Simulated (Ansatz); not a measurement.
Total energies of FY, SMILES `[F][Y]`.

```xyz
2

F     0.5689    0.0138   -0.7775
Y    -0.5689   -0.0138    0.7775
```

Total charge 0; spin multiplicity 1. Correlated methods include outer-core shells of Y, which these sets cover unevenly. Y: def2 effective core potential. The structure was optimised at the PBE0-D4/def2-TZVP level. Basis def2-TZVPP, the Gaussian-basis code of Ansatz.

RPA on PBE orbitals: Hartree–Fock energy of these orbitals -137.38947 Eh, correlation -0.75231 Eh (frozen core).

```tsv
functional	energy without D4 (Eh)	D4 term (kJ/mol)
LDA (SPW92)	-137.49929	–
PBE	-138.15260	-3.3
revPBE	-138.23881	-8.2
BLYP	-138.21327	-7.2
r2SCAN	-138.20694	-0.6
B97M-V	-138.21759	–
PBE0	-138.13299	-2.7
B3LYP	-138.26105	-5.5
r2SCANh	-138.19049	-0.7
r2SCAN0	-138.16652	-0.8
HSE06 (plane-wave form)	-138.12777	-2.6
BHLYP	-138.13564	-5.2
CAM-B3LYP	-138.18805	-2.8
LC-ωPBE	-138.19307	–
ωB97X-V	-138.17933	–
ωB97M-V	-138.14827	–
B2PLYP	-138.11676	–
PBE-QIDH	-138.06763	–
```

B3LYP takes the VWN-RPA correlation (the form of Gaussian; ORCA's B3LYP/G). HSE06 is the plane-wave form, built on full-range PBE exchange. The double hybrids freeze the cores in their second-order part.

LC-ωPBE has ω = 0.4 bohr⁻¹.
